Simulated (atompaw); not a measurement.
# Plane-wave convergence, PAW (atompaw) potential for Zn

zinc, PAW, made with atompaw 4.2.0.5 (PBEsol, scalar-relativistic). Core [Ar], reference 3d10 4s1.5 4p0 (charge +0.5). Waves: 4s (bound): rc 1.90 bohr; 4s channel at 2.35 Ry: rc 1.90 bohr; 4p (bound, empty): rc 2.15 bohr; 4p channel at 2.05 Ry: rc 2.15 bohr; 3d (bound): rc 1.45 bohr; 3d channel at 2.3 Ry: rc 1.45 bohr. Local part: ultrasoft scheme with l = 3 at 0 Ry, radius 1.80 bohr. Core correction: smooth core density matched at 1.85 bohr. Augmentation charge: sinc compensation charge, radius 1.88 bohr; PAW radius 2.15 bohr; waves and projectors: custom rrkj gramschmidtortho.

The pseudo-atom Hamiltonian at the reference potential is diagonalised in spherical Bessel functions j_l(qr) that vanish at 20 bohr, with q² up to the cutoff. All-electron valence levels (Ry): 4s -0.7244, 4p -0.3088, 3d -1.0859.

Question: How do the lowest levels (Ry) of each channel move with the cutoff, and are there ghosts?

Answer:

```tsv
cutoff (Ry)	s #1	s #2	p #1	d #1	f #1	f #2	Σ f·Δε (mRy)
8	-0.7225	-0.1118	-0.3088	-0.0695	0.0371	0.1511	10167.3
15	-0.7243	-0.1122	-0.3088	-0.5514	0.0371	0.1511	5345.2
21	-0.7244	-0.1122	-0.3088	-0.9008	0.0371	0.1511	1850.9
35	-0.7244	-0.1122	-0.3088	-1.0666	0.0371	0.1511	193.3
45	-0.7244	-0.1122	-0.3088	-1.0829	0.0371	0.1511	30.4
60	-0.7245	-0.1122	-0.3088	-1.0854	0.0371	0.1511	5.6
80	-0.7245	-0.1122	-0.3088	-1.0857	0.0371	0.1511	1.8
110	-0.7245	-0.1122	-0.3088	-1.0858	0.0371	0.1511	0.6
400	-0.7245	-0.1122	-0.3088	-1.0859	0.0371	0.1511	0.0
```

Result: no extra level below or beside the all-electron valence levels (s, p, d, f tested); 10 mRy is reached at 50 Ry and 1 mRy at 90 Ry.
